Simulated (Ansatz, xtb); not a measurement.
**Relative energy of two isomers of C4H12BNSi**

Structure a: `BN([SiH3])C1CCC1`, a singlet. Structure b: `BN1C[C@H](C)C[SiH2]1`, a singlet. Both are isolated molecules in the gas phase, relaxed with B3LYP/def2-SVP, each in the lowest conformer that the search found.

Quicker runs give these differences E(b) − E(a): GFN2-xTB −12.1 kcal/mol; HF/STO-3G −33.9 kcal/mol (at GFN2-xTB geometries); r2SCAN-D4/def2-SVP −29.6 kcal/mol (at GFN2-xTB geometries).

Estimate E(b) − E(a) at the level CCSD(T)/def2-SVP + ΔMP2/def2-TZVPP.

Calculated at CCSD(T)/def2-SVP + ΔMP2/def2-TZVPP: E(b) − E(a) = −28.2 kcal/mol, so structure b lies lower.

The same difference at several levels:

```tsv
level	geometry	E(b) − E(a) (kcal/mol)	departure from the last row (kcal/mol)	job, with rough time for the two
GFN2-xTB	GFN2-xTB	−12.1	+16.1	optimisation, 0.58 s
HF/STO-3G	GFN2-xTB	−33.9	−5.7	single point, 0.56 s
r2SCAN-D4/def2-SVP	GFN2-xTB	−29.6	−1.4	single point, 6.5 s
B3LYP/def2-SVP	B3LYP/def2-SVP	−27.4	+0.8	optimisation, 80 s
HF/def2-SVP	B3LYP/def2-SVP	−28.6	−0.4	part of the CCSD(T) run
MP2/def2-SVP	B3LYP/def2-SVP	−28.0	+0.2	part of the CCSD(T) run
CCSD(T)/def2-SVP	B3LYP/def2-SVP	−27.1	+1.1	single point
CCSD(T)/def2-SVP + ΔMP2/def2-TZVPP	B3LYP/def2-SVP	−28.2		single point, 2.6 min
```

As drawn, b has 1 C–Si, 1 C–H in place of 1 C–C, 1 Si–H. Structure a has a 4-membered ring, b a 5-membered ring.

The levels shown agree on the order. The largest departure from CCSD(T)/def2-SVP + ΔMP2/def2-TZVPP is that of GFN2-xTB, 16.1 kcal/mol. The last row adds to CCSD(T) the change of the MP2 difference between the two basis sets, here −1.1 kcal/mol.

With thermal terms from frequencies at re-optimised GFN2-xTB minima (ideal gas, soft modes damped towards free rotors, one conformer each, 298.15 K, 1 atm): on the last row, ΔE + ΔZPE = −26.4, ΔH = −26.6, ΔG = −25.9 kcal/mol.

The correlated steps freeze 11 core orbitals. Mirror images aren't counted in ΔG. Codes used: Ansatz 0.2.0, xtb 6.7.1; the last row on 4 threads of Arm Neoverse V1 on a shared host.
